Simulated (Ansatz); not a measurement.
Compare A (`C[Si]1(O)C=C1`) with its isomer B (`C=C1OC1[SiH3]`).

Calculated with Ansatz (gas phase, PBE0-D4/def2-TZVP geometries, no zero-point term in ΔE). CCSD(T)/CBS adds triple-zeta CCSD(T) − MP2 to the extrapolated MP2 energy (def2 sets, frozen cores). Functionals use def2-TZVPP. B3LYP here is the variant with VWN-RPA as its local correlation; programs differ in this. Each species was taken in one conformer, which may not be the lowest.

(1) Which isomer does CCSD(T)/CBS put lower? Give the gap. (An estimate is asked.)

(2) Give E(B) − E(A) in kJ/mol with PBE-D4, B2PLYP, MP2/def2-TZVPP, B3LYP, ωB97M-V, BLYP-D4, B3LYP-D4. (Estimate.)

(3) Does the order hold for the free energy at 298.15 K (harmonic terms from PBE0-D4)? (Estimate.)

Largest T1 diagnostic: 0.014.

Results:

(1) The calculation gave: A, by 253.3 kJ/mol.

(2) Computed: PBE-D4 217.6, B2PLYP 240.3, MP2/def2-TZVPP 258.0, B3LYP 228.6, ωB97M-V 247.9, BLYP-D4 214.5, B3LYP-D4 230.1. None reverses the order clearly.

(3) Ansatz gave: Yes: G(B) − G(A) = +238.0 kJ/mol, for one conformer each.

From BLYP to BHLYP (50 % exact exchange), in def2-TZVPP and without D4, E(B) − E(A) moves by +33.0 kJ/mol. Leaving LDA and LC-ωPBE aside and taking each functional with its dispersion term where it has one, the values, not all of them listed here, spread over 39.9 kJ/mol, from revPBE-D4 to PBE-QIDH. LDA lies +7.0 kJ/mol from PBE without D4.
